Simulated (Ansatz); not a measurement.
Start from `FC[BH][AlH2]` and change one atom or group to get `C[Se]BCF`.

Ansatz, PBE0-D4/def2-TZVP geometries, multiplicity 1. Each molecule was computed in one conformer, which needn't be the lowest. `FC[BH][AlH2]` holds a close contact that its SMILES doesn't draw: Al···F 2.14 Å.

Scalar relativity is left out up to krypton. Spin–orbit coupling is left out; it splits and shifts lone-pair levels of the heavy atoms by tenths of an eV.

```csv
property,`FC[BH][AlH2]`
LUMO energy (ωB97M-V/def2-TZVPP) / eV,-0.12
size of the dipole moment (PBE/def2-TZVPP) / D,2.82
HOMO energy (ωB97M-V/def2-TZVPP) / eV,-9.16
HOMO–LUMO gap (ωB97M-V/def2-TZVPP) / eV,9.04
LUMO energy (B3LYP/def2-TZVPP) / eV,-2.30
HOMO energy (PBE0/def2-TZVPP) / eV,-7.03
```

(1) Give the same properties after the change, and the shifts. (An estimate is asked.)

## Answers

(1) Computed: 
```json
{"property": "LUMO energy (ωB97M-V/def2-TZVPP) / eV", "`C[Se]BCF`": "0.75", "shift": "0.87"}
{"property": "size of the dipole moment (PBE/def2-TZVPP) / D", "`C[Se]BCF`": "2.49", "shift": "-0.33"}
{"property": "HOMO energy (ωB97M-V/def2-TZVPP) / eV", "`C[Se]BCF`": "-9.51", "shift": "-0.35"}
{"property": "HOMO–LUMO gap (ωB97M-V/def2-TZVPP) / eV", "`C[Se]BCF`": "10.26", "shift": "1.22"}
{"property": "LUMO energy (B3LYP/def2-TZVPP) / eV", "`C[Se]BCF`": "-1.36", "shift": "0.94"}
{"property": "HOMO energy (PBE0/def2-TZVPP) / eV", "`C[Se]BCF`": "-7.38", "shift": "-0.35"}
```

With PBE0 the HOMO falls by 0.35 eV and the LUMO rises by 0.94 eV, so the gap widens by about 1.29 eV. PBE moves the HOMO by -0.41 eV and ωB97M-V by -0.35 eV. Dipoles are sizes alone; their direction can turn.

B3LYP here is the variant with VWN-RPA as its local correlation; programs differ in this.
